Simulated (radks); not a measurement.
Question: The mean radii <r> (bohr) of the occupied orbitals of an atom or ion are listed with their occupations. All-electron calculation, Dirac Kohn-Sham, PBE, spin-unpolarised, spherical densities, finite nucleus; Fermi nuclear charge, rms radius of each element as measured or else 0.836 A^(1/3) + 0.57 fm. Program: a radial shooting solver on a logarithmic mesh with Libxc functionals.

| orbital | occ. | <r> |
|---|---|---|
| 1s1/2 | 2 | 0.02558 |
| 2s1/2 | 2 | 0.1091 |
| 2p1/2 | 2 | 0.09171 |
| 2p3/2 | 4 | 0.09767 |
| 3s1/2 | 2 | 0.2869 |
| 3p1/2 | 2 | 0.2760 |
| 3p3/2 | 4 | 0.2871 |
| 3d3/2 | 4 | 0.2565 |
| 3d5/2 | 6 | 0.2600 |
| 4s1/2 | 1 | 0.5905 |

Name the element and its charge. Open shells, if any, fill j = l - 1/2 first.

Answer: Z = 56, barium, charge +27: Ba27+ in [Ar] 3d10 4s1. The 1s radius gives Z: for a bare nucleus <r> = (2 gamma + 1)/(2Z) with gamma = sqrt(1 - (Z/c)^2), 0.02523 bohr for Z = 56, and screening makes it slightly larger (0.02558 here). The occupations add up to 29, and the charge is Z minus that.
